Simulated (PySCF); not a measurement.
**An isoelectronic set: 92 electrons**

PBE0 in PySCF with def2-SVPD on every atom (core potentials on Hg, Tl), for the lowest determinant that a PBE0 search found; no spin–orbit coupling. All have 92 electrons, 4 of them in the valence shells, and the same state, a singlet (closed shell). For ions De leads to the atom and ion picked by measured ionisation energies and electron affinities.

```json
{"species": "NaHg⁻", "difference of nuclear charges": "69", "Re (Å)": "3.958", "ωe (cm⁻¹)": "43.0", "k (mdyn/Å)": "0.0224", "De (eV)": "0.18", "dissociates to": "Na⁻ + Hg"}
{"species": "MgHg", "difference of nuclear charges": "68", "Re (Å)": "3.544", "ωe (cm⁻¹)": "53.8", "k (mdyn/Å)": "0.0366", "De (eV)": "0.06", "dissociates to": "Mg + Hg"}
{"species": "NaTl", "difference of nuclear charges": "70", "Re (Å)": "3.268", "ωe (cm⁻¹)": "135", "k (mdyn/Å)": "0.221", "De (eV)": "0.74", "dissociates to": "Na + Tl"}
{"species": "AlHg⁺", "difference of nuclear charges": "67", "Re (Å)": "2.940", "ωe (cm⁻¹)": "142", "k (mdyn/Å)": "0.281", "De (eV)": "0.61", "dissociates to": "Al⁺ + Hg"}
```

(1) Which member of the whole set has the stiffest bond, and how does it compare with the softest?

Closed-shell solutions of metal pairs were not tested for spin polarisation, which can lower them a little. Weak bonds: MgHg, NaHg⁻. Basis-set superposition, not corrected here, can be much of De in a small basis, most of all at correlated wavefunction levels. Functionals without a dispersion term scatter widely for such bonds, and LDA overbinds them. These are scalar-relativistic numbers at best; spin–orbit coupling would shift them, the dissociation energy most. For an ion De counts to the pair picked by the measured ionisation energies or electron affinities, which need not be the lowest pair at this level. The highest Kohn–Sham level is positive in this anion. Much of that is self-interaction error, but it also means that the finite basis helps to hold the extra electron.

Answers

(1) AlHg⁺ with k = 0.281 mdyn/Å, 13 times that of NaHg⁻.
